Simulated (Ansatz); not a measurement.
Ag2Se⁺. The state is a doublet with charge 1. Geometry r2SCAN-D4/def2-TZVP, that of the neutral singlet; atoms count from 1.

```
atom   x (Å)   y (Å)   z (Å)
 Ag1   0.194  -1.556  -0.196
 Ag2  -0.046   0.910   1.291
 Se3  -0.148   0.646  -1.095
```

In the def2 sets Ag takes a core potential; there is no spin–orbit coupling. The structure comes from a short search, and lower isomers may exist.

(1) Estimate the Mulliken populations from the PBE0/def2-TZVP orbitals of Ansatz.

(2) Where does the spin sit?

(3) And the Mayer bond orders between bonded heavy atoms (over 0.3)?

## Answers

(1) 
```
atom  charge (e)  spin (α − β)  d electrons
 Ag1        0.50         -0.01         9.86
 Ag2        0.50         -0.01         9.86
 Se3        0.00          1.02            –
```
Mulliken values and Mayer orders depend strongly on the basis.

(2) Summed by element: Ag -0.02, Se 1.02, of 1 unpaired in all. Largest on single atoms: Se3 1.02, Ag1 -0.01, Ag2 -0.01.

(3) Ag1–Se3 0.92 (2.40 Å); Ag2–Se3 0.92 (2.40 Å).
